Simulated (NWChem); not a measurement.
# CH3FN2Zn; SMILES [F][Zn]1[NH]C=[NH]->1

```xyz
8

Zn     0.0012     0.4800     0.0000
F     -0.0021     2.2250     0.0000
C     -0.0013    -1.9098     0.0000
N     -0.0003    -1.1876    -1.1096
N     -0.0003    -1.1876     1.1096
H     -0.0030    -3.0047     0.0000
H     -0.0007    -1.6672    -1.9996
H     -0.0007    -1.6672     1.9996
```
Atoms are numbered in this order, from 1.

Results from NWChem. Coordinates come from a B3LYP/6-31G* (spherical d) optimisation.

For level PBE/def2-SVP:

```yaml
highest occupied level (eV): -5.48
orbital gap (eV): 4.68
dipole (D): 4.62
```

Question: How do the values read with level B3LYP/def2-SVP instead?

Answer: The highest occupied level (eV) comes out as -6.52. The orbital gap (eV) comes out as 6.41 and the dipole (D) is 4.89.
